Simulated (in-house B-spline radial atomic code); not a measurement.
Inner levels of praseodymium as electrons are removed. A shift is the extra binding of the orbital against the neutral atom ([Xe] 4f3 6s2). The density at the nucleus is averaged over the nuclear charge. Computed with an all-electron radial atomic-structure program (B-spline basis): Dirac-Hartree-Fock, average of the configuration, finite nuclei.

```json
{"ion": "Pr19+", "configuration": "[Kr] 4d4", "shift of 2p3/2 (eV)": "494.58", "shift of 3d3/2 (eV)": "480.92", "shift of 1s1/2 (eV)": "495.63", "radius of 2p3/2 (bohr)": "0.092356", "radius of 3d3/2 (bohr)": "0.24296", "radius of 1s1/2 (bohr)": "0.02409", "Σ<r²> (bohr²)": "6.6265", "change of density at nucleus (bohr⁻³)": "69.322"}
{"ion": "Pr20+", "configuration": "[Kr] 4d3", "shift of 2p3/2 (eV)": "541.3", "shift of 3d3/2 (eV)": "524.66", "shift of 1s1/2 (eV)": "542.46", "radius of 2p3/2 (bohr)": "0.092343", "radius of 3d3/2 (bohr)": "0.24261", "radius of 1s1/2 (bohr)": "0.02409", "Σ<r²> (bohr²)": "6.0718", "change of density at nucleus (bohr⁻³)": "135.72"}
{"ion": "Pr21+", "configuration": "[Kr] 4d2", "shift of 2p3/2 (eV)": "589.21", "shift of 3d3/2 (eV)": "569.38", "shift of 1s1/2 (eV)": "590.52", "radius of 2p3/2 (bohr)": "0.092329", "radius of 3d3/2 (bohr)": "0.24224", "radius of 1s1/2 (bohr)": "0.02409", "Σ<r²> (bohr²)": "5.5423", "change of density at nucleus (bohr⁻³)": "204.94"}
{"ion": "Pr22+", "configuration": "[Kr] 4d1", "shift of 2p3/2 (eV)": "?", "shift of 3d3/2 (eV)": "?", "shift of 1s1/2 (eV)": "?", "radius of 2p3/2 (bohr)": "?", "radius of 3d3/2 (bohr)": "?", "radius of 1s1/2 (bohr)": "?", "Σ<r²> (bohr²)": "?", "change of density at nucleus (bohr⁻³)": "?"}
{"ion": "Pr23+", "configuration": "[Ar] 3d10 4s2 4p6", "shift of 2p3/2 (eV)": "688.6", "shift of 3d3/2 (eV)": "661.76", "shift of 1s1/2 (eV)": "690.33", "radius of 2p3/2 (bohr)": "0.092299", "radius of 3d3/2 (bohr)": "0.24142", "radius of 1s1/2 (bohr)": "0.02409", "Σ<r²> (bohr²)": "4.5526", "change of density at nucleus (bohr⁻³)": "351.9"}
{"ion": "Pr24+", "configuration": "[Ar] 3d10 4s2 4p5", "shift of 2p3/2 (eV)": "740.67", "shift of 3d3/2 (eV)": "709.96", "shift of 1s1/2 (eV)": "745.65", "radius of 2p3/2 (bohr)": "0.092285", "radius of 3d3/2 (bohr)": "0.24098", "radius of 1s1/2 (bohr)": "0.02409", "Σ<r²> (bohr²)": "4.1094", "change of density at nucleus (bohr⁻³)": "427.81"}
{"ion": "Pr25+", "configuration": "[Ar] 3d10 4s2 4p4", "shift of 2p3/2 (eV)": "?", "shift of 3d3/2 (eV)": "?", "shift of 1s1/2 (eV)": "?", "radius of 2p3/2 (bohr)": "?", "radius of 3d3/2 (bohr)": "?", "radius of 1s1/2 (bohr)": "?", "Σ<r²> (bohr²)": "?", "change of density at nucleus (bohr⁻³)": "?"}
{"ion": "Pr26+", "configuration": "[Ar] 3d10 4s2 4p3", "shift of 2p3/2 (eV)": "847.53", "shift of 3d3/2 (eV)": "808.55", "shift of 1s1/2 (eV)": "859.49", "radius of 2p3/2 (bohr)": "0.092249", "radius of 3d3/2 (bohr)": "0.24006", "radius of 1s1/2 (bohr)": "0.024088", "Σ<r²> (bohr²)": "3.265", "change of density at nucleus (bohr⁻³)": "585.26"}
{"ion": "Pr27+", "configuration": "[Ar] 3d10 4s2 4p2", "shift of 2p3/2 (eV)": "902.32", "shift of 3d3/2 (eV)": "858.94", "shift of 1s1/2 (eV)": "918", "radius of 2p3/2 (bohr)": "0.09223", "radius of 3d3/2 (bohr)": "0.23957", "radius of 1s1/2 (bohr)": "0.024088", "Σ<r²> (bohr²)": "2.8625", "change of density at nucleus (bohr⁻³)": "666.83"}
{"ion": "Pr28+", "configuration": "[Ar] 3d10 4s2 4p1", "shift of 2p3/2 (eV)": "958.01", "shift of 3d3/2 (eV)": "910.05", "shift of 1s1/2 (eV)": "977.58", "radius of 2p3/2 (bohr)": "0.09221", "radius of 3d3/2 (bohr)": "0.23908", "radius of 1s1/2 (bohr)": "0.024087", "Σ<r²> (bohr²)": "2.4724", "change of density at nucleus (bohr⁻³)": "750.27"}
{"ion": "Pr29+", "configuration": "[Ar] 3d10 4s2", "shift of 2p3/2 (eV)": "1014.59", "shift of 3d3/2 (eV)": "961.87", "shift of 1s1/2 (eV)": "1038.21", "radius of 2p3/2 (bohr)": "0.092189", "radius of 3d3/2 (bohr)": "0.23857", "radius of 1s1/2 (bohr)": "0.024086", "Σ<r²> (bohr²)": "2.0942", "change of density at nucleus (bohr⁻³)": "835.6"}
{"ion": "Pr30+", "configuration": "[Ar] 3d10 4s1", "shift of 2p3/2 (eV)": "?", "shift of 3d3/2 (eV)": "?", "shift of 1s1/2 (eV)": "?", "radius of 2p3/2 (bohr)": "?", "radius of 3d3/2 (bohr)": "?", "radius of 1s1/2 (bohr)": "?", "Σ<r²> (bohr²)": "?", "change of density at nucleus (bohr⁻³)": "?"}
{"ion": "Pr31+", "configuration": "[Ar] 3d10", "shift of 2p3/2 (eV)": "1130.86", "shift of 3d3/2 (eV)": "1068.92", "shift of 1s1/2 (eV)": "1161.53", "radius of 2p3/2 (bohr)": "0.092145", "radius of 3d3/2 (bohr)": "0.23754", "radius of 1s1/2 (bohr)": "0.024085", "Σ<r²> (bohr²)": "1.4008", "change of density at nucleus (bohr⁻³)": "-1817.46"}
{"ion": "Pr32+", "configuration": "[Ar] 3d9", "shift of 2p3/2 (eV)": "1243.45", "shift of 3d3/2 (eV)": "1162.32", "shift of 1s1/2 (eV)": "1276.44", "radius of 2p3/2 (bohr)": "0.092057", "radius of 3d3/2 (bohr)": "0.23499", "radius of 1s1/2 (bohr)": "0.024086", "Σ<r²> (bohr²)": "1.3103", "change of density at nucleus (bohr⁻³)": "-1626.68"}
{"ion": "Pr33+", "configuration": "[Ar] 3d8", "shift of 2p3/2 (eV)": "1358.18", "shift of 3d3/2 (eV)": "1257.31", "shift of 1s1/2 (eV)": "1393.76", "radius of 2p3/2 (bohr)": "0.091966", "radius of 3d3/2 (bohr)": "0.2325", "radius of 1s1/2 (bohr)": "0.024086", "Σ<r²> (bohr²)": "1.2235", "change of density at nucleus (bohr⁻³)": "-1430.04"}
{"ion": "Pr34+", "configuration": "[Ar] 3d7", "shift of 2p3/2 (eV)": "1475.05", "shift of 3d3/2 (eV)": "1353.87", "shift of 1s1/2 (eV)": "1513.47", "radius of 2p3/2 (bohr)": "0.091871", "radius of 3d3/2 (bohr)": "0.23007", "radius of 1s1/2 (bohr)": "0.024086", "Σ<r²> (bohr²)": "1.1402", "change of density at nucleus (bohr⁻³)": "-1227.55"}
{"ion": "Pr35+", "configuration": "[Ar] 3d6", "shift of 2p3/2 (eV)": "1594.05", "shift of 3d3/2 (eV)": "1452", "shift of 1s1/2 (eV)": "1635.58", "radius of 2p3/2 (bohr)": "0.091771", "radius of 3d3/2 (bohr)": "0.2277", "radius of 1s1/2 (bohr)": "0.024087", "Σ<r²> (bohr²)": "1.0602", "change of density at nucleus (bohr⁻³)": "-1019.19"}
{"ion": "Pr36+", "configuration": "[Ar] 3d5", "shift of 2p3/2 (eV)": "1715.17", "shift of 3d3/2 (eV)": "1551.7", "shift of 1s1/2 (eV)": "1760.07", "radius of 2p3/2 (bohr)": "0.091667", "radius of 3d3/2 (bohr)": "0.22538", "radius of 1s1/2 (bohr)": "0.024087", "Σ<r²> (bohr²)": "0.98336", "change of density at nucleus (bohr⁻³)": "-804.95"}
{"ion": "Pr37+", "configuration": "[Ar] 3d4", "shift of 2p3/2 (eV)": "1838.4", "shift of 3d3/2 (eV)": "1652.95", "shift of 1s1/2 (eV)": "1886.96", "radius of 2p3/2 (bohr)": "0.091559", "radius of 3d3/2 (bohr)": "0.22312", "radius of 1s1/2 (bohr)": "0.024087", "Σ<r²> (bohr²)": "0.90953", "change of density at nucleus (bohr⁻³)": "-584.82"}
```

**Question.** Fill in the row of Pr22+.

**Answer.** shift of 2p3/2 (eV): 638.32; shift of 3d3/2 (eV): 615.08; shift of 1s1/2 (eV): 639.82; radius of 2p3/2 (bohr): 0.092315; radius of 3d3/2 (bohr): 0.24184; radius of 1s1/2 (bohr): 0.02409; Σ<r²> (bohr²): 5.0364; change of density at nucleus (bohr⁻³): 277.02.

**Question.** Fill in the row of Pr25+.

**Answer.** shift of 2p3/2 (eV): 793.65; shift of 3d3/2 (eV): 758.89; shift of 1s1/2 (eV): 802.04; radius of 2p3/2 (bohr): 0.092267; radius of 3d3/2 (bohr): 0.24052; radius of 1s1/2 (bohr): 0.024089; Σ<r²> (bohr²): 3.6804; change of density at nucleus (bohr⁻³): 505.57.

**Question.** Fill in the row of Pr30+.

**Answer.** shift of 2p3/2 (eV): 1072.32; shift of 3d3/2 (eV): 1015.06; shift of 1s1/2 (eV): 1099.39; radius of 2p3/2 (bohr): 0.092167; radius of 3d3/2 (bohr): 0.23806; radius of 1s1/2 (bohr): 0.024086; Σ<r²> (bohr²): 1.7427; change of density at nucleus (bohr⁻³): -466.22.
